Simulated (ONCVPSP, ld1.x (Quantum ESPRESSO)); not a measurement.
# Potentials for Ge (Z = 32) compared

Generated with ld1.x 7.5 (TM, RRKJ, ultrasoft, PAW), atompaw 4.2 or ONCVPSP 4.0.1. The cutoff is in Ry: for ld1.x and atompaw files where the sum of valence levels is converged to 10 mRy in a Bessel basis, for ONCV files where the hardest occupied wave has 1 mHa per electron of residual kinetic energy. The error is the largest all-electron minus pseudo excitation energy over each file’s own four to seven test configurations (ionisations up to +4, promotions, holes and added fractions of an electron), all of which were solved. The labels leave out finer settings (local radius, basis sizes, second energies), which also bear on the numbers. Spin-polarised tests are not counted. The rows are a selection from randomly drawn settings: files with unsolved tests, undetermined cutoffs or missed reference levels are left out.

A true bound ghost makes a file unfit for plane-wave use even where its test errors are small: the radial tests pick states by their node count and pass the ghost by.

| potential | cutoff (Ry) | largest error (meV) | bound ghosts |
| --- | --- | --- | --- |
| PAW, BP86, scalar-relativistic, rc 1.80/2.20/2.35 (spd), local smoothed, core correction yes, reference 4s2 4p2 | 10 | -309 | none |
| ONCV, PBE, non-relativistic, rc 1.15/1.35/0.80 (spd), local smoothed, core correction no, reference 3s2 3p6 3d10 4s2 4p1, qcut 9.8/11.4/20.4, projectors 2/3/2 | 308 | +0.3 | none |
| ONCV, PBEsol, scalar-relativistic, rc 1.50/2.05/2.10 (spd), local smoothed, core correction yes, reference 4s2 4p2, qcut 4.6/4/5.3, projectors 1/3/1 | 112 | +111 | p, s |
| ONCV, PBE, fully relativistic, rc 1.85/2.40 (sp), local s, core correction yes, reference 4s1.5 4p2.5, qcut 4/2.9, projectors 0/2 | 17 | -111 | none |
| ONCV, PBE, scalar-relativistic, rc 1.10/0.95/1.10 (spd), local smoothed, core correction yes, reference 3s2 3p6 3d10 4s2, qcut 11/14/14.3, projectors 3/2/1 | 165 | -4.7 | none |

Q: Fill in the row for Ge: ONCV, PBE, scalar-relativistic, rc 1.00/1.10/1.00 (spd), local d, core correction yes, reference 3s2 3p6 3d10 4s1 4p3, qcut 10.3/9.7/14.1, projectors 2/2/0.

A: cutoff 195 Ry, largest error -1.8 meV, bound ghosts: s.
